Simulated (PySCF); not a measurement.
# Ne (neon, neutral) across methods

[He] 2s2 2p5 3s1, high-spin 3P determinant (an excited configuration). Calculation: PySCF 2.14, in aug-cc-pVTZ with one added diffuse shell each of s, p, d, f type (6s5p4d3f, 62 functions); the non-relativistic Hamiltonian (point nucleus).

```json
{"method": "PBEsol", "E (hartree)": "-127.8985", "mean ε 2p α (eV)": "-25.769", "mean ε 2p β (eV)": "-23.630", "mean ε 3s α (eV)": "-2.894", "Σ⟨r²⟩ (bohr²)": "27.54", "⟨S²⟩": "2.001"}
{"method": "TPSS", "E (hartree)": "-128.3582", "mean ε 2p α (eV)": "-26.133", "mean ε 2p β (eV)": "-24.142", "mean ε 3s α (eV)": "-2.858", "Σ⟨r²⟩ (bohr²)": "27.92", "⟨S²⟩": "2.001"}
{"method": "r2SCAN", "E (hartree)": "-128.3116", "mean ε 2p α (eV)": "-26.844", "mean ε 2p β (eV)": "-24.637", "mean ε 3s α (eV)": "-2.994", "Σ⟨r²⟩ (bohr²)": "27.59", "⟨S²⟩": "2.002"}
{"method": "BHandHLYP", "E (hartree)": "-128.3368", "mean ε 2p α (eV)": "-32.048", "mean ε 2p β (eV)": "-29.721", "mean ε 3s α (eV)": "-3.841", "Σ⟨r²⟩ (bohr²)": "27.24", "⟨S²⟩": "2.001"}
{"method": "LDA", "E (hartree)": "-127.5922", "mean ε 2p α (eV)": "-25.950", "mean ε 2p β (eV)": "-23.753", "mean ε 3s α (eV)": "-2.961", "Σ⟨r²⟩ (bohr²)": "27.09", "⟨S²⟩": "2.001"}
{"method": "PBE0", "E (hartree)": "-128.2550", "mean ε 2p α (eV)": "-28.981", "mean ε 2p β (eV)": "-26.765", "mean ε 3s α (eV)": "-3.452", "Σ⟨r²⟩ (bohr²)": "27.56", "⟨S²⟩": "2.001"}
{"method": "UHF", "E (hartree)": "-127.98422", "mean ε 2p α (eV)": "-37.666", "mean ε 2p β (eV)": "-34.776", "mean ε 3s α (eV)": "-4.753", "Σ⟨r²⟩ (bohr²)": "28.44", "⟨S²⟩": "2.003"}
{"method": "B97-3", "E (hartree)": "-128.3185", "mean ε 2p α (eV)": "-29.199", "mean ε 2p β (eV)": "-27.063", "mean ε 3s α (eV)": "-3.425", "Σ⟨r²⟩ (bohr²)": "27.65", "⟨S²⟩": "2.001"}
```

Problem. Estimate the same row for PBE.

Solution. E (hartree) = -128.2438; mean ε 2p α (eV) = -25.796; mean ε 2p β (eV) = -23.745; mean ε 3s α (eV) = -2.904; Σ⟨r²⟩ (bohr²) = 27.32; ⟨S²⟩ = 2.001.

The outer electron is Rydberg-like, and this basis confines it to a smaller radius and binds it less than a complete one would.
